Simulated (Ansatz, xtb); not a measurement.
Relative energy of two isomers of CH2NSe

Structure X is `[H]/N=C\[Se]`, a doublet and structure Y is `C=N[Se]`, a doublet. Both are isolated molecules in the gas phase, relaxed with PBE0-D3(BJ)/def2-SVP.

X (Å):

| atom | x (Å) | y (Å) | z (Å) |
| --- | --- | --- | --- |
| C | -0.6027 | 0.6018 | -2.2247 |
| N | -1.8495 | 0.6561 | -2.0285 |
| Se | 0.7715 | 0.7924 | -0.9214 |
| H | -2.0952 | 0.8223 | -1.0468 |
| H | -0.2131 | 0.4272 | -3.2419 |

Y (Å):

```xyz
5

C    -0.9391    0.4303   -2.4200
N    -0.4901    1.2352   -1.5559
Se   -0.2117    1.3912    0.1517
H    -1.3318   -0.5688   -2.1671
H    -0.9423    0.7324   -3.4773
```

Problem. Which of the two would you expect CCSD(T)/def2-SVP electronic energies to favour?

Solution. Structure X; the calculation gives E(Y) − E(X) = +5.3 kcal/mol.

Level by level:

```
               level              geometry  E(Y) − E(X) (kcal/mol)  departure from the last row (kcal/mol)  job, with rough time for the two
            GFN2-xTB              GFN2-xTB                      −7.3                                   −12.5             optimisation, 0.072 s
           HF/STO-3G              GFN2-xTB                      +6.5                                    +1.2               single point, 1.5 s
  r2SCAN-D4/def2-SVP              GFN2-xTB                      +2.9                                    −2.4               single point, 7.5 s
PBE0-D3(BJ)/def2-SVP  PBE0-D3(BJ)/def2-SVP                      +3.5                                    −1.7                optimisation, 77 s
         HF/def2-SVP  PBE0-D3(BJ)/def2-SVP                     +13.2                                    +7.9           part of the CCSD(T) run
        MP2/def2-SVP  PBE0-D3(BJ)/def2-SVP                      +4.2                                    −1.1           part of the CCSD(T) run
    CCSD(T)/def2-SVP  PBE0-D3(BJ)/def2-SVP                      +5.3                                                        single point, 29 s
```

As drawn, Y has 1 N–Se, 1 C–H in place of 1 N–H, 1 C–Se.

GFN2-xTB puts the two in the other order. The largest departure from CCSD(T)/def2-SVP is that of GFN2-xTB, 12.5 kcal/mol. MP2 in a larger basis moves the difference by 0.0 kcal/mol, a step that isn't added because spin contamination makes open-shell MP2 unreliable in this search.

With harmonic frequencies from PBE0-D3(BJ)/def2-SVP (ideal gas, rigid rotor, one conformer each, 200 K, 1 atm): on the last row, ΔE + ΔZPE = +4.8, ΔH = +4.8, ΔG = +4.9 kcal/mol.

Open shells are spin-unrestricted, with notable spin contamination under HF/STO-3G, HF/def2-SVP, MP2/def2-SVP, CCSD(T)/def2-SVP. The correlated steps freeze 11 core orbitals; the filled d shell of Se is correlated, in a basis made for valence electrons. Codes used: Ansatz 0.2.0, xtb 6.7.1; the last row on 1 thread of Arm Neoverse V2 on a shared host.
